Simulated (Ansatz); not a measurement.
Consider the atomization: `CB/C=C/Br` → B• + Br• + 3 C• + 6 H•.

Isolated molecules relaxed with PBE0-D4/def2-TZVP in Ansatz; ΔE leaves out vibrations. CCSD(T)/CBS adds triple-zeta CCSD(T) − MP2 to the extrapolated MP2 energy (def2 sets, frozen cores). This one scheme is used for every species, atoms too. Functionals use def2-TZVPP. B3LYP here is the variant with VWN-RPA as its local correlation; programs differ in this. Open shells (•) are unrestricted, without spin–orbit coupling. Spin–orbit coupling would lower the free atoms: a little for B, C; clearly for Br. Bonds to Br are less sure, by a few kJ/mol each and by 10 to 20 or more in all where they break to atoms, as the def2 sets lack core-valence functions. Scalar relativity is left out up to krypton. Each species was taken in one conformer, which may not be the lowest.

`CB/C=C/Br`:

Cartesian coordinates in Å:
```
C 0.986 -0.945 0.828
B 0.006 -0.910 -0.384
C -0.793 0.328 -0.852
C -0.689 1.493 -0.216
Br -1.612 3.053 -0.701
H 0.671 -1.732 1.524
H 1.975 -1.269 0.478
H 1.113 -0.020 1.394
H -0.143 -1.926 -1.008
H -1.456 0.273 -1.711
H -0.058 1.655 0.649
```

| level | ΔE (eV) |
| --- | --- |
| PBE-D4 | 45.19 |
| B3LYP | 43.79 |

(1) What does CCSD(T)/CBS give? (Estimate.)

Largest T1 diagnostic among the species: 0.014.

Results:

(1) Ansatz gave: +43.92 eV. The listed levels differ from it by 1.27, -0.13 eV.

The D4 term adds +0.36 eV with B3LYP and +0.19 eV with PBE0; it sums over pairs of atoms, weighted by their polarisabilities, and B3LYP, whose exchange is more repulsive, gets the larger term. In def2-TZVPP, CCSD(T) changes the Hartree–Fock value by +9.70 eV (the triples alone add +0.66 eV) and MP2 by +10.48 eV; breaking electron pairs costs correlation energy, which Hartree–Fock lacks.

For atomizations the MP2-based limit and the directly extrapolated one differ by several kJ/mol either way, and by 10 to 25 for some Ge, Se and Sn compounds, so smaller differences from it don't rank the levels.
